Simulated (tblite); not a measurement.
C₂H₈F₂N₂Si₂.
Numbering: `[CH2:1]=[N:2][Si@H:3]([F:4])[NH:5][SiH2:6][CH2:7][F:8]` (hydrogens: H9, H10 on C1; H11 on Si3; H12 on N5; H13, H14 on Si6; H15, H16 on C7)

Computed with GFN2-xTB (tblite), gas phase: L-BFGS steps from a force-field or distance-geometry start until the largest atomic force falls under 0.01 eV/Å.

Step 31: E = -740.5358 eV
```
atom  x, y, z in Å  |  force x, y, z in eV/Å
C1      3.4695    0.1346   -0.5468   -0.010   0.055   0.075
N2      2.5461   -0.5136   -0.0143    0.053  -0.050   0.046
Si3     0.8931   -0.7064   -0.4479   -0.050   0.007   0.037
F4      0.5375    0.0079   -1.8493   -0.048   0.028  -0.002
N5      0.0084    0.0963    0.8007    0.034   0.056   0.113
Si6    -1.6942    0.1088    1.0926   -0.012   0.037   0.014
C7     -2.5439    0.4272   -0.5905   -0.016   0.034  -0.015
F8     -2.4011   -0.6722   -1.4163    0.004  -0.001   0.034
H9      3.3441    0.7798   -1.4200    0.093  -0.039  -0.046
H10     4.4632    0.0803   -0.1094    0.039   0.045  -0.046
H11     0.6357   -2.1188   -0.5917   -0.037  -0.024  -0.064
H12     0.5664    0.4190    1.5770    0.005  -0.083  -0.095
H13    -2.1947   -1.1486    1.6503   -0.009  -0.060  -0.024
H14    -1.9292    1.2346    1.9981   -0.052   0.044  -0.022
H15    -2.0890    1.2730   -1.1122   -0.001  -0.047  -0.061
H16    -3.6195    0.6068   -0.5180    0.008  -0.003   0.055
```

Step 32: E = -740.5386 eV
```
atom  x, y, z in Å  |  force x, y, z in eV/Å
C1      3.4766    0.1323   -0.5490   -0.002   0.112   0.069
N2      2.5467   -0.5043   -0.0147    0.030  -0.080   0.066
Si3     0.8939   -0.7022   -0.4481   -0.043   0.039   0.043
F4      0.5356    0.0123   -1.8479   -0.056   0.044  -0.026
N5      0.0056    0.1009    0.7991    0.002   0.019   0.098
Si6    -1.6992    0.1090    1.0927    0.021   0.025   0.071
C7     -2.5480    0.4259   -0.5917    0.018   0.014   0.037
F8     -2.4095   -0.6798   -1.4097   -0.015   0.013   0.022
H9      3.3588    0.7719   -1.4284    0.096  -0.061  -0.034
H10     4.4674    0.0827   -0.1026    0.018   0.030  -0.061
H11     0.6387   -2.1131   -0.6025   -0.035  -0.045  -0.052
H12     0.5650    0.4049    1.5816   -0.004  -0.066  -0.076
H13    -2.1974   -1.1514    1.6582    0.017   0.018  -0.063
H14    -1.9337    1.2394    1.9978   -0.045  -0.003  -0.055
H15    -2.0864    1.2662   -1.1153    0.000  -0.042  -0.077
H16    -3.6217    0.6140   -0.5176   -0.003  -0.015   0.038
```

Step 33: E = -740.5417 eV
```
atom  x, y, z in Å  |  force x, y, z in eV/Å
C1      3.4842    0.1313   -0.5500   -0.001   0.131   0.051
N2      2.5491   -0.4974   -0.0157   -0.010  -0.076   0.072
Si3     0.8943   -0.6976   -0.4471   -0.020   0.051   0.026
F4      0.5327    0.0168   -1.8466   -0.055   0.052  -0.022
N5      0.0030    0.1062    0.7995   -0.021  -0.029   0.056
Si6    -1.7041    0.1106    1.0942    0.047   0.008   0.096
C7     -2.5528    0.4250   -0.5921    0.051  -0.009   0.077
F8     -2.4190   -0.6877   -1.4016   -0.031   0.021   0.017
H9      3.3767    0.7622   -1.4383    0.081  -0.078  -0.010
H10     4.4726    0.0875   -0.0958   -0.004   0.014  -0.063
H11     0.6401   -2.1078   -0.6163   -0.028  -0.034  -0.030
H12     0.5641    0.3892    1.5879   -0.006  -0.043  -0.042
H13    -2.1988   -1.1543    1.6641    0.037   0.088  -0.094
H14    -1.9409    1.2454    1.9970   -0.036  -0.040  -0.076
H15    -2.0840    1.2580   -1.1198   -0.001  -0.032  -0.083
H16    -3.6248    0.6214   -0.5174   -0.003  -0.024   0.025
```

Problem. Estimate the geometry and energy of step 34. (The exact step hangs on the optimiser's Hessian estimate; all steps are aligned on step 33, rigid shifts and turns removed.)

Solution. E = -740.5447 eV, largest force 0.170 eV/Å
```
atom  x, y, z in Å  |  force x, y, z in eV/Å
C1      3.4911    0.1324   -0.5494   -0.012   0.097   0.029
N2      2.5522   -0.4921   -0.0158   -0.044  -0.033   0.058
Si3     0.8944   -0.6921   -0.4458    0.011   0.041  -0.011
F4      0.5294    0.0222   -1.8454   -0.049   0.057  -0.001
N5      0.0008    0.1126    0.8006   -0.022  -0.077   0.012
Si6    -1.7075    0.1129    1.0969    0.055  -0.005   0.076
C7     -2.5570    0.4241   -0.5912    0.068  -0.025   0.089
F8     -2.4301   -0.6954   -1.3929   -0.042   0.020   0.019
H9      3.3957    0.7503   -1.4491    0.049  -0.082   0.017
H10     4.4775    0.0935   -0.0895   -0.018   0.004  -0.051
H11     0.6392   -2.1022   -0.6309   -0.016   0.000  -0.003
H12     0.5634    0.3706    1.5956   -0.003  -0.016  -0.005
H13    -2.1970   -1.1562    1.6677    0.045   0.126  -0.105
H14    -1.9496    1.2513    1.9946   -0.029  -0.053  -0.073
H15    -2.0821    1.2486   -1.1264   -0.004  -0.024  -0.072
H16    -3.6279    0.6284   -0.5170    0.011  -0.030   0.023
```

The energy changes by -0.0031 eV. The first-order estimate −F·Δx gives -0.0042 eV and the mean of the old and new forces, exact on a quadratic surface, -0.0031 eV. The step makes an angle of 75° with the force vector and moves no atom by more than 0.025 Å.

The cost below is that of the whole relaxation. The run took 1.9 s wall on one thread of an Arm Neoverse N1, shared host with 64 logical CPUs at a one-minute load of 59.
